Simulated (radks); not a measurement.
Results of a calculation; reference values are marked as such.
Problem. These are the eigenvalues of the occupied orbitals of an atom or ion with whole-number occupations (eV). Level of theory: scalar-relativistic Kohn-Sham, LDA (Slater exchange, VWN5 correlation), spin-polarised, spherical densities, finite nucleus; Fermi nuclear charge, rms radius of each element as measured or else 0.836 A^(1/3) + 0.57 fm (a radial shooting solver on a logarithmic mesh with Libxc functionals).

orbital  eigenvalue
1s down   -81809.00
1s up     -81808.99
2s up     -15374.74
2s down   -15374.59
2p up     -13454.40
2p down   -13454.28
3s up     -4498.845
3s down   -4496.189
3p up     -3940.832
3p down   -3938.154
3d up     -3345.459
3d down   -3343.369
4s up     -1772.709
4s down   -1768.958
4p up     -1576.738
4p down   -1573.171
4d up     -1348.262
4d down   -1344.737
4f up     -1109.084

Which element is it, and in what charge state? The configuration may be excited. Open shells, if any, are filled with parallel spins first.

Solution. Z = 79, gold, charge +31: Au31+ in [Kr] 4d10 4f2. The list shows which subshells hold electrons but not how many an open one holds; the 1s level, -3006.4 hartree, gives Z - s = 77.5 by -(Z - s)^2/2, which with screening and relativity narrows Z to a few neighbours, and the depths of the outer levels then fix element, charge and occupations together.
